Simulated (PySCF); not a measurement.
dibromo(dichloro)methane (CBr2Cl2), SMILES ClC(Cl)(Br)Br.

Geometry: ωB97X-D3(BJ)/def2-SVP.

The numbers are results of ωB97X-D3(BJ)/def2-SVP (PySCF), not measurements.

Frequencies are harmonic and unscaled.

| mode | ν (cm⁻¹) | IR (km/mol) | moving atoms (share of kinetic energy) |
|---|---|---|---|
| 1 | 162 | 0.0 | Br 68 %, Cl 30 % |
| 2 | 182 | 0.0 | Cl 73 %, Br 27 % |
| 3 | 242 | 0.0 | Br 54 %, Cl 46 % |
| 4 | 253 | 0.0 | Cl 52 %, Br 47 % |
| 5 | 273 | 0.0 | Cl 76 %, Br 14 %, C 10 % |
| 6 | 405 | 0.2 | Cl 77 %, Br 18 % |
| 7 | 756 | 124.8 | C 94 % |
| 8 | 803 | 126.4 | C 87 %, Cl 12 % |
| 9 | 834 | 119.6 | C 85 %, Cl 15 % |
